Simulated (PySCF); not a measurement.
**Electron affinity of Tl by level of theory**

Tl⁻ [Xe] 4f14 5d10 6s2 6p2 (3P) → Tl [Xe] 4f14 5d10 6s2 6p1 (2P), as a difference of total energies. Computed with PySCF 2.14 in aug-cc-pwCVDZ-PP with ECP60MDF (6s5p4d1f, 48 functions), with a scalar-relativistic core potential. Correlated levels: valence and next inner shell: nothing frozen outside the core potential. The calculations carry no spin-orbit coupling.

```
                                method  electron affinity (eV)  difference from reference (eV)
                                   UHF                  -0.003                          -0.323
    MP2 (valence and next inner shell)                   0.243                          -0.077
SCS-MP2 (valence and next inner shell)                   0.131                          -0.189
   CCSD (valence and next inner shell)                   0.225                          -0.095
CCSD(T) (valence and next inner shell)                   0.248                          -0.072
```

Reference: 0.320 eV (measured; photodetachment measurements, as compiled on the Wikipedia data page of electron affinities).

Spin-orbit coupling is strong in these open shells (close to jj coupling). The scalar numbers leave it out and a first-order estimate fails, so it can dominate the gap to the real levels.

Errors of the correlated levels include the incompleteness of this basis.

A negative affinity means that the anion lies above the atom at that level of theory.
